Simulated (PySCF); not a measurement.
Potential energy of SrC along the bond

Set-up: Sr x2c-TZVPPall, C x2c-TZVPPall; spin-free X2C with a Gaussian nucleus (PySCF 2.14). Energies in eV from Sr + C in their ground configurations at the same level. State: Ms = 1 determinant of mixed spin (⟨S²⟩ near 2.9), unpaired electrons π ↑↑.

All columns are PBE0. A positive dipole means Sr(−)C(+).

```
R (Å)  E (eV)  μ (D)  Mulliken charge on Sr (basis-dependent)  HOMO (eV)  LUMO (eV)  Mayer bond order  ⟨S²⟩
2.085  -1.865  -1.98                                     0.39      -3.73      -1.84              1.33  2.93
2.182  -2.198  -2.44                                     0.40      -3.83      -1.90              1.25  2.92
2.279  -2.383  -2.90                                     0.40      -3.93      -1.96              1.19  2.91
2.351  -2.448  -3.25                                     0.40      -4.01      -2.01              1.15  2.90
2.424  -2.465  -3.60                                     0.40      -4.08      -2.06              1.12  2.89
2.497  -2.445  -3.95                                     0.40      -4.15      -2.11              1.09  2.89
2.594  -2.374  -4.39                                     0.41      -4.24      -2.19              1.05  2.88
2.715  -2.240  -4.93                                     0.42      -4.35      -2.28              1.00  2.86
2.860  -2.040  -5.53                                     0.44      -4.47      -2.39              0.95  2.84
3.054  -1.749  -6.23                                     0.47      -4.60      -2.52              0.88  2.81
```

A fit through these points gives, at Re = 2.418 Å, μ = -3.57 D and dμ/dR = -4.76 D/Å; the reduced mass is 10.56 u.

Q: How strong is the fundamental in the double-harmonic approximation, I = 42.26·(dμ/dR)²/μred km/mol?

A: I = 42.26·(-4.76)²/10.56 = 90.7 km/mol at PBE0.

Spin–orbit coupling is left out. The state was picked by a PBE0 search and need not be the measured ground state.
